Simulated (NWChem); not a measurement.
System: C4H4F2; SMILES C=C/C(F)=C/F

The following NWChem deck was run.

```
start job
memory heap 200 mb stack 900 mb global 1100 mb
geometry units angstroms noautoz
  C     -0.047024     2.459461     0.000000
  C     -0.689467     1.270660     0.000000
  C     -0.015489    -0.013773     0.000000
  F      1.330908     0.005879     0.000000
  C     -0.663795    -1.205565     0.000000
  F     -0.012885    -2.372273     0.000000
  H      1.052101     2.507973     0.000000
  H     -0.604923     3.406485     0.000000
  H     -1.791321     1.228092     0.000000
  H     -1.761594    -1.285248     0.000000
end
basis spherical
  C library cc-pvtz
  F library cc-pvtz
  H library cc-pvtz
end
dft
  xc pbe0
  iterations 150
  semidirect filesize 400000000
  mulliken
end
task dft energy
```

Geometry: optimised at PBE-D3(BJ)/def2-SVP.

Q: What results follow from this input? (PBE0/cc-pVTZ.) Quantities: basis functions; energy (Ha); highest occupied level (eV); orbital gap (eV); dipole (D).

A: 
```
Property                       Value
---------------------------  -------
number of basis functions        236
energy (Ha)                  -354.21
highest occupied level (eV)    -6.78
orbital gap (eV)                5.68
dipole (D)                      2.28
```
